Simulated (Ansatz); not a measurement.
Input for Ansatz (development build ahead of 0.2.0):

```yaml
crystal:
  periodic: [false, false, false]
  atoms:
    - { symbol: Sc, position_ang: [0.0, 0.0, 0.0] }
    - { symbol: F, position_ang: [1.9679, 0.0, 0.0] }
    - { symbol: F, position_ang: [-0.98395, 1.70425, 0.0] }
    - { symbol: F, position_ang: [-0.98395, -1.70425, 0.0] }
basis:
  gaussian: { orbitals: cc-pVDZ }
hamiltonian:
  xc: hf
correlation:
  method: mp2
  frozen_orbitals: { F: 1, Sc: 5 }
```

The input is written out in the form of the current development build from the run's settings.

Output:

```yaml
Converged: yes
Reference_energy: -1058.36358 hartree
Correlation_energy: -0.80748 hartree
Total_energy: -1059.17106 hartree
Spin_squared_of_the_determinant: 0.000
```
